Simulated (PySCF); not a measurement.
# Basis and Hamiltonian dependence of the excitation energy of Cd

Cd [Kr] 4d10 5s2 (1S) → Cd [Kr] 4d10 5s1 6s1 (3S). All values are computed (PySCF 2.14, energy differences of UHF-based or UKS calculations, no spin-orbit coupling). Values in eV.

| basis | Hamiltonian | functions | UHF | PBE | PBE0 | MP2 (valence) | CCSD(T) (valence) |
| --- | --- | --- | --- | --- | --- | --- | --- |
| aug-cc-pVDZ-PP with ECP28MDF | ECP | 54 | 5.012 | 6.452 | 6.203 | 6.340 | 6.317 |
| aug-cc-pwCVDZ-PP with ECP28MDF | ECP | 70 | 4.935 | 6.346 | 6.096 | 6.248 | 6.218 |
| aug-cc-pVTZ-PP with ECP28MDF | ECP | 88 | 4.939 | 6.361 | 6.109 | 6.343 | 6.321 |
| def2-QZVPPD with the def2 core potential (28 electrons) | ECP | 88 | 5.545 | 6.737 | 6.525 | 6.820 | 6.789 |
| x2c-TZVPPall with one added diffuse shell each of s, p, d, f type | spin-free X2C | 95 | 4.961 | 6.292 | 6.063 | 6.306 | 6.280 |
| aug-cc-pVQZ-PP with ECP28MDF | ECP | 135 | 4.931 | 6.372 | 6.116 | 6.389 | n/a |
| x2c-QZVPPall with one added diffuse shell each of s, p, d, f, g type | spin-free X2C | 143 | 4.912 | 6.272 | 6.038 | 6.344 | n/a |

Frozen in the all-electron rows: valence: [Kr]; with a core potential, the same shells as far as they lie outside it.

At UHF, def2-QZVPPD with the def2 core potential (28 electrons) lies more than 0.3 eV from the median of the rows with comparable relativity. Of these, def2-QZVPPD with the def2 core potential (28 electrons) has no diffuse functions of the l that the added or promoted electron needs.

Reference for a calculation without spin-orbit coupling: 6.383 eV (measured, between term centres; NIST).
